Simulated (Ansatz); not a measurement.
Relaxation of AlCl2H5Si (9 atoms, charge 0, multiplicity 1), to a largest force component of 0.03 eV/Å in at most 50 steps.

All numbers below come from RKS PBE/def2-SVP in Ansatz 0.2.0.

```xyz
9
Properties=species:S:1:pos:R:3:forces:R:3
Al -0.025 -0.499 -0.419 0.02 0.98 -0.31
Cl 0.045 0.161 2.941 -0.28 -0.68 -0.36
H 1.306 0.270 -0.832 0.03 -0.01 0.03
Cl -1.859 0.361 -1.084 0.02 0.00 0.04
Si -0.257 -2.615 0.583 -0.02 -0.92 0.41
H -1.024 -3.619 -0.241 0.01 0.00 0.02
H 1.049 -3.238 1.009 -0.01 -0.01 -0.01
H -1.051 -2.448 1.871 -0.06 -0.04 0.01
H -0.491 -1.050 2.723 0.27 0.67 0.19
```

**Question.** Where does it end, and by what steps?

**Answer.** The run converged. After 8 steps the energy has fallen by 0.224 eV; Cl2 moved furthest, 0.59 Å.

```csv
step,energy less start (eV),largest force component (eV/Å),accepted
0,0.0000,0.982,yes
1,-0.1035,0.762,yes
2,-0.1723,0.742,yes
3,-0.2062,0.456,yes
4,-0.2039,0.584,no
5,-0.2184,0.131,yes
6,-0.2227,0.058,yes
7,-0.2221,0.098,no
8,-0.2243,0.018,yes
```

```xyz
9
Properties=species:S:1:pos:R:3
Al -0.020 -0.417 -0.205
Cl -0.028 0.298 2.377
H 1.344 0.298 -0.616
Cl -1.842 0.480 -0.876
Si -0.241 -2.735 0.603
H -1.043 -3.695 -0.234
H 1.070 -3.397 0.949
H -0.982 -2.628 1.938
H -0.565 -0.881 2.614
```

Whether the end is a true minimum wasn't checked by a vibrational analysis.

Run time: 18 s on 2 threads of Arm Neoverse V1, on a shared host, peak memory 0.14 GiB.
